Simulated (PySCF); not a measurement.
TaOF₃, SMILES [F][Ta]([F])(=[O])[F], multiplicity 1. Atoms are numbered in the order given.

```xyz
5

Ta     0.0000     0.0000    -0.0101
O      0.0000     0.0000    -1.7283
F      1.5587     0.8999     0.5395
F      0.0000    -1.7998     0.5395
F     -1.5587     0.8999     0.5395
```
Charge 0, spin multiplicity 1.

The structure is a stationary point at B3LYP-D3(BJ)/def2-SVP. The spin state was assumed, not searched. The isomer is the one that the SMILES or the coordinates give; other isomers of the formula were not compared. The def2 effective core potentials stand for the cores of Ta; spin–orbit coupling is left out.

All values below come from PBE/def2-TZVP run with PySCF.

Task: Estimate the frontier levels, gap, dipole moment and polarisability. (The exact figures need the calculation; the answer reports its results.)

Result: 
The highest occupied level comes out as -8.65 eV and the lowest empty level is -2.61 eV. The orbital gap comes out as 6.04 eV, the dipole moment is 1.75 D and the quadrupole, principal values (traceless, Buckingham form, about the centre of nuclear charge) comes out as -1.30, 0.65, 0.65 D·Å. The mean static polarisability is 37.1 bohr³ (5.50 Å³) and the polarisability, principal values is 35.1, 35.1, 41.2 bohr³.
